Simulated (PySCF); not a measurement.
CoCl2 holds Co(II), d7, at total charge 0. The structure is a PBE0-D3(BJ)/def2-TZVP geometry optimised for multiplicity 4; coordination linear, point group D∞h, metal–donor distances 2.09 Å.

```
3

Co    0.0000    0.0000    0.0000
Cl    0.0000    0.0000    2.0917
Cl    0.0000    0.0000   -2.0917
```

Method (PySCF 2.14, density fitting): CASSCF(7,5) with orbitals averaged over all microstates of the shell, strongly contracted NEVPT2 on the averaged canonical orbitals; basis x2c-TZVPall on the metal, x2c-SVPall elsewhere; spin-free X2C; gas phase; spin-orbit coupling by state interaction with the mean-field operator over all roots.

(1) What is the ground state?

(2) Where do the spin-allowed transitions within the shell lie?

(3) Which is the lowest state of another spin?

(4) What ligand-field parameters describe the result?

(5) What magnetic behaviour follows?

4Δg (137 cm⁻¹) lies within 300 cm⁻¹ of 4Φg at NEVPT2 level, inside the method's error: their order is undecided, and g values and low-temperature moments can hang on it. Gaps between spin states lean to high spin in this active space.

The job took 3.8 s on one thread of Arm Neoverse V2 (shared host), with 84 basis functions, launched as `OMP_NUM_THREADS=1 python lf_run.py task.json out`.

Results:

(1) 4Φg (S = 3/2, orbital degeneracy 2), orbital occupations from the lowest 1.5 1.5 1.5 1.5 1.0, by NEVPT2, but only 137 cm⁻¹ below 4Δg, which doesn't decide their order.

(2) By NEVPT2: 4Δg at 137 cm⁻¹; 4Σg- at 1919 cm⁻¹; 4Πg at 1937 cm⁻¹; 4Σg- at 12971 cm⁻¹ (771 nm); 4Πg at 17979 cm⁻¹ (556 nm). All are electric-dipole forbidden at this geometry.

(3) 2Σg+ at 16196 cm⁻¹ by NEVPT2; CASSCF alone puts it at 18145 cm⁻¹ above the same ground state.

(4) At CASSCF level (the NEVPT2 levels don't fit a ligand-field model well): orbital energies 0, 0, 3624, 3624, 4897 cm⁻¹; B = 1163 cm⁻¹; C = 4368 cm⁻¹; B over its free-ion value at the same level 0.930; rms of the fit 268 cm⁻¹; ζ = 505 cm⁻¹ (free ion 526).

(5) Degenerate or low-lying orbital states mix with the ground state, so no spin-only Hamiltonian applies. The lowest spin-orbit level is 2-fold, effective g = 0.00, 0.00, 12.00; the next lies at 112.1 cm⁻¹. μeff is 6.41 μB at 300 K and 6.08 μB at 10 K; the spin-only value is 3.88 μB.
